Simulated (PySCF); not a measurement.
Compound: [AlBr3(PMe3)], C₃H₉AlBr₃P.
Atom-mapped SMILES: `[CH3:1][P+:2]([CH3:3])([CH3:4])[Al-:5]([Br:6])([Br:7])[Br:8]` (hydrogens: H9, H10, H11 on C1; H12, H13, H14 on C3; H15, H16, H17 on C4)

Theory: PBE0-D3(BJ)/def2-SVP geometry optimisation, gas phase in PySCF.

Entries marked ? are missing. Bonds in one row agree within 0.01 Å.

```
               coordinate    value
      C1–P2, P2–C3, P2–C4        ?
                   P2–Al5        ?
Al5–Br6, Al5–Br7, Al5–Br8        ?
   C1–H9 and 8 like bonds  1.100 Å
                 C1–P2–C3   106.6°
                C1–P2–Al5        ?
               P2–Al5–Br6        ?
               P2–Al5–Br7        ?
              Br6–Al5–Br7        ?
              Br7–Al5–Br8        ?
```

Question: Fill in the missing values.

Answer: 
- C1–P2, P2–C3, P2–C4 = 1.817 Å, drawn single (ends: sp3 carbon bound to phosphorus; phosphorus bonded to Al and 3 C); 0.01 Å below the sum of covalent radii, 1.83 Å.
- P2–Al5 = 2.395 Å, drawn single (ends: phosphorus bonded to Al and 3 C; aluminium bonded to 3 Br and P); 0.11 Å above the sum of covalent radii, 2.28 Å.
- Al5–Br6, Al5–Br7, Al5–Br8 = 2.286 Å, drawn single (ends: aluminium bonded to 3 Br and P; bromine bonded to Al); 0.12 Å below the sum of covalent radii, 2.41 Å.
- C1–P2–Al5 = 112.0°, at the phosphorus bonded to Al and 3 C; the outer atoms are 3.508 Å apart.
- P2–Al5–Br6 = 101.5°, at the aluminium bonded to 3 Br and P; the outer atoms are 3.626 Å apart.
- P2–Al5–Br7 = 99.9°, at the aluminium bonded to 3 Br and P; the outer atoms are 3.583 Å apart.
- Br6–Al5–Br7 = 116.7°, at the aluminium bonded to 3 Br and P; the outer atoms are 3.893 Å apart.
- Br7–Al5–Br8 = 115.6°, at the aluminium bonded to 3 Br and P; the outer atoms are 3.866 Å apart.

Radii are Cordero's, carbon taken as 0.76, 0.73 or 0.69 Å for four, three, and two or fewer neighbours.

No PBE0-D3(BJ)/def2-SVP frequencies stand behind this structure, so it isn't proved a minimum.

Hardware: one thread of an Arm Neoverse V1, no GPU, on a shared host. Cost: 4.4 min wall, 1.6 GiB resident at most. That covers the optimisation of the geometry.

Conformer computed: `[CH3:1][P+:2]([CH3:3])([CH3:4])[Al-:5]([Br:6])([Br:7])[Br:8]`: C1–P2–Al5–Br6 176°.
